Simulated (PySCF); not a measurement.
# Exercise with solution: entropy of an ideal gas

C3H3N2, SMILES n1[nH]c[c]c1, multiplicity 2.

Coordinates come from a B3LYP-D3(BJ)/def2-SVP optimisation. The isomer is the one that the SMILES or the coordinates give; other isomers of the formula were not compared.

B3LYP-D3(BJ)/def2-SVP (PySCF 2.14.0) gives the harmonic wavenumbers 562, 573, 696, 784, 860, 900, 925, 1041, 1133, 1194, 1258, 1365, 1400, 1456, 1534, 3255, 3268, 3638 cm⁻¹ and the rotational temperatures 0.5178, 0.4500, 0.2408 K. The molar mass is 67.07 g/mol, the symmetry number 1, the spin multiplicity 2.

Q: Work out the entropy at 298.15 K and 1 atm in the rigid-rotor, harmonic-oscillator model.

A: 
Translation (Sackur–Tetrode at 1 atm): S = R[1.5 ln M + 2.5 ln T − 1.16487] = 161.2 J/(mol K).
Rotation: q = (√π/σ) T^1.5/√(θA θB θC) = 38500, S = R[ln q + 3/2] = 100.3 J/(mol K).
Vibration: with u = 1.4388 ν/T, each mode gives R[u/(e^u − 1) − ln(1 − e^−u)]:
```json
[
 {"ν (cm⁻¹)": "562", "modes": "1", "u": "2.71", "S (J/(mol K))": "2.18"},
 {"ν (cm⁻¹)": "573", "modes": "1", "u": "2.77", "S (J/(mol K))": "2.09"},
 {"ν (cm⁻¹)": "696", "modes": "1", "u": "3.36", "S (J/(mol K))": "1.30"},
 {"ν (cm⁻¹)": "784", "modes": "1", "u": "3.78", "S (J/(mol K))": "0.92"},
 {"ν (cm⁻¹)": "860", "modes": "1", "u": "4.15", "S (J/(mol K))": "0.68"},
 {"ν (cm⁻¹)": "900", "modes": "1", "u": "4.34", "S (J/(mol K))": "0.58"},
 {"ν (cm⁻¹)": "925", "modes": "1", "u": "4.46", "S (J/(mol K))": "0.53"},
 {"ν (cm⁻¹)": "1041", "modes": "1", "u": "5.02", "S (J/(mol K))": "0.33"},
 {"ν (cm⁻¹)": "1133", "modes": "1", "u": "5.47", "S (J/(mol K))": "0.23"},
 {"ν (cm⁻¹)": "1194", "modes": "1", "u": "5.76", "S (J/(mol K))": "0.18"},
 {"ν (cm⁻¹)": "1258", "modes": "1", "u": "6.07", "S (J/(mol K))": "0.14"},
 {"ν (cm⁻¹)": "1365", "modes": "1", "u": "6.59", "S (J/(mol K))": "0.09"},
 {"ν (cm⁻¹)": "1400", "modes": "1", "u": "6.76", "S (J/(mol K))": "0.08"},
 {"ν (cm⁻¹)": "1456", "modes": "1", "u": "7.03", "S (J/(mol K))": "0.06"},
 {"ν (cm⁻¹)": "1534", "modes": "1", "u": "7.40", "S (J/(mol K))": "0.04"}
]
```
The stiffer modes add less than 0.005 each. Sum 9.4 J/(mol K).
Spin: R ln 2 = 5.8 J/(mol K).
Total 276.6 J/(mol K); the program's own thermochemistry gives 276.6. Translation makes up 58 % and vibration 3 %. Anharmonicity, hindered rotation and orbital degeneracy are left out.
